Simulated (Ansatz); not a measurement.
**A relaxation, step by step**

BH$_{4}$O$_{3}$F, singlet, PBE0-D4/def2-TZVP (Ansatz 0.2.0). Settings:

```yaml
hamiltonian: {xc: pbe0, dispersion: d4}
relax: {f_tol: 0.005, max_steps: 200}
```

Start, a step off a saddle point along its unstable mode:

B1  (-0.223, 0.204, 0.171)
F2  (0.035, 1.345, -0.495)
O3  (-1.507, -0.327, -0.038)
O4  (0.331, 0.065, 1.434)
H5  (1.007, 0.224, -1.084)
O6  (0.909, -0.575, -0.837)
H7  (-1.807, -0.215, -0.959)
H8  (-0.368, 0.208, 2.111)
H9  (1.623, -0.930, -0.303)
(Å)

```
               step  energy less the last (meV)  largest force component (eV/Å)
                  1                      1397.0                          10.376
                  2                       564.3                           1.287
                  3                       408.6                           0.842
                  4                       281.4                           0.960
                  5                       231.5                           0.610
 6 (rejected trial)                       312.1                           1.586
                  7                       117.2                           0.278
                  8                        71.2                           0.790
                  9                        15.2                           0.190
                 10                        13.5                           0.198
11 (rejected trial)                        16.1                           0.721
                 12                         5.5                           0.123
                 13                         2.8                           0.041
                 14                         2.5                           0.255
                 15                         1.3                           0.058
                 16                         1.0                           0.029
                 17                         0.5                           0.094
                 18                         0.3                           0.052
                 19                         0.2                           0.021
                 20                         0.1                           0.014
                 21                         0.0                           0.012
                 22                         0.0                           0.011
                 23                         0.0                           0.010
24 (rejected trial)                         0.0                           0.011
                 25                         0.0                           0.004
```

Step 4, positions (Å) and forces (eV/Å):

```csv
atom,x,y,z,Fx,Fy,Fz
B1,-0.283,0.268,0.155,-0.265,0.651,-0.342
F2,-0.118,1.466,-0.552,-0.032,-0.325,0.241
O3,-1.490,-0.380,-0.025,-0.150,-0.102,0.016
O4,0.310,0.202,1.412,-0.541,-0.177,0.613
H5,1.357,0.137,-1.296,-0.359,-0.960,0.544
O6,0.946,-0.623,-0.811,0.745,0.719,-0.523
H7,-1.956,-0.110,-0.821,0.128,0.012,0.135
H8,-0.350,-0.046,2.083,0.575,0.117,-0.544
H9,1.586,-0.913,-0.144,-0.102,0.065,-0.139
```

Step 7, positions (Å) and forces (eV/Å):

| atom | x | y | z | Fx | Fy | Fz |
| --- | --- | --- | --- | --- | --- | --- |
| B1 | -0.426 | 0.413 | 0.218 | 0.007 | -0.112 | 0.034 |
| F2 | -0.166 | 1.489 | -0.558 | -0.066 | 0.068 | 0.132 |
| O3 | -1.554 | -0.331 | -0.002 | -0.033 | 0.215 | -0.006 |
| O4 | 0.246 | 0.303 | 1.415 | -0.278 | 0.133 | 0.146 |
| H5 | 1.442 | -0.024 | -1.377 | 0.067 | -0.011 | -0.025 |
| O6 | 1.046 | -0.708 | -0.829 | 0.266 | -0.244 | -0.170 |
| H7 | -1.978 | -0.082 | -0.827 | -0.030 | -0.085 | 0.057 |
| H8 | -0.235 | -0.265 | 2.023 | 0.097 | 0.027 | -0.078 |
| H9 | 1.625 | -0.795 | -0.063 | -0.029 | 0.009 | -0.090 |

Step 10, positions (Å) and forces (eV/Å):

```csv
atom,x,y,z,Fx,Fy,Fz
B1,-0.565,0.521,0.306,0.198,0.030,0.078
F2,-0.238,1.545,-0.497,0.004,-0.103,0.070
O3,-1.640,-0.260,0.040,-0.059,-0.015,0.058
O4,0.148,0.377,1.461,-0.138,0.118,-0.083
H5,1.553,-0.106,-1.444,0.005,0.034,-0.091
O6,1.237,-0.857,-0.936,0.094,0.004,-0.006
H7,-2.009,-0.100,-0.830,-0.063,0.007,-0.047
H8,-0.219,-0.315,2.015,0.004,-0.038,-0.004
H9,1.733,-0.806,-0.114,-0.044,-0.038,0.026
```

Last step (25):

```
9
angstrom
B -0.6326 0.5080 0.3021
F -0.2504 1.4602 -0.5523
O -1.7830 -0.1842 0.1154
O 0.1454 0.3049 1.3980
H 1.7289 -0.1716 -1.5071
O 1.5263 -0.9320 -0.9564
H -2.2254 0.0271 -0.7094
H -0.2129 -0.3790 1.9690
H 1.7037 -0.6336 -0.0591
```

The run took about 48 s on 4 CPU threads of an Arm Neoverse V1 (shared host).
